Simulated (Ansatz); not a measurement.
`[NH2][AlH][CH]([SiH3])Cl` and `[SiH3]C(Cl)I` differ in one atom or group.

Ansatz, PBE0-D4/def2-TZVP geometries, multiplicity 1. Each molecule was computed in one conformer, which needn't be the lowest.

Elements past krypton have def2 core potentials.

```tsv
property	`[NH2][AlH][CH]([SiH3])Cl`
HOMO energy (PBE/def2-TZVPP) / eV	-6.21
HOMO energy (ωB97M-V/def2-TZVPP) / eV	-9.67
size of the dipole moment (ωB97M-V/def2-TZVPP) / D	1.19
HOMO–LUMO gap (B3LYP/def2-TZVPP) / eV	6.33
HOMO energy (B3LYP/def2-TZVPP) / eV	-7.25
LUMO energy (PBE/def2-TZVPP) / eV	-1.49
```

(1) What does the change do to each property? (Best estimate.)

Answers

(1) The calculation gave: 
```json
{"property": "HOMO energy (PBE/def2-TZVPP) / eV", "`[SiH3]C(Cl)I`": "-6.39", "shift": "-0.18"}
{"property": "HOMO energy (ωB97M-V/def2-TZVPP) / eV", "`[SiH3]C(Cl)I`": "-9.71", "shift": "-0.04"}
{"property": "size of the dipole moment (ωB97M-V/def2-TZVPP) / D", "`[SiH3]C(Cl)I`": "1.28", "shift": "0.09"}
{"property": "HOMO–LUMO gap (B3LYP/def2-TZVPP) / eV", "`[SiH3]C(Cl)I`": "5.47", "shift": "-0.86"}
{"property": "HOMO energy (B3LYP/def2-TZVPP) / eV", "`[SiH3]C(Cl)I`": "-7.31", "shift": "-0.06"}
{"property": "LUMO energy (PBE/def2-TZVPP) / eV", "`[SiH3]C(Cl)I`": "-2.51", "shift": "-1.02"}
```

With PBE0 the HOMO falls by 0.08 eV and the LUMO falls by 0.90 eV, so the gap narrows by about 0.82 eV. PBE moves the HOMO by -0.18 eV and ωB97M-V by -0.04 eV. Dipoles are sizes alone; their direction can turn.

B3LYP here is the variant with VWN-RPA as its local correlation; programs differ in this.

Spin–orbit coupling is left out; it splits and shifts lone-pair levels of the heavy atoms by tenths of an eV.
